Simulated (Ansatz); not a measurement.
The same path of Cl2Zn + H2 (5 atoms, charge 0, multiplicity 1) was run twice with different band settings. Lost on the way: Zn1–Cl2, H4–H5. Made: Zn1–H4, Cl2–H5.

Level of theory: Ansatz, RKS PBE0/def2-SVP.

Relaxed end points:

```xyz
5
Properties=species:S:1:pos:R:3
Zn 0.281 0.000 0.282
Cl 0.816 0.000 2.318
Cl -0.071 0.000 -1.793
H -2.252 0.000 0.479
H -2.059 0.000 1.218
```

```xyz
5
Properties=species:S:1:pos:R:3
Zn -0.962 0.000 -0.542
Cl 0.186 0.000 2.059
Cl 0.866 0.000 -1.622
H -2.413 0.000 -0.034
H -0.963 0.000 2.642
```

Common settings: climbing image yes; spring 5.0 eV/Å²; optimiser quadratic models (default); start path through a guess of the saddle point; force threshold 0.05 eV/Å; iteration limit 60; end points relaxed.

| run | movable images |
| --- | --- |
| 1 | 5 |
| 2 | 2 |

**Question.** What does each run give, and how far can it be trusted?

**Answer.** Run 1: converged after 9 iterations, highest image 1.311 eV above the first end. A vibrational analysis at the climbing image gives one clearly imaginary mode, 864i cm⁻¹: a first-order saddle point.
Run 2: converged after 13 iterations, highest image 1.311 eV above the first end. Another band between the same ends (5 images) ends at a top of the same energy, where a vibrational analysis finds 1 clearly imaginary mode. So few images can step over the top or miss a turn of the path.
The orbitals stay closed-shell, which can raise the energy where a bond breaks towards radicals; this wasn't checked here.
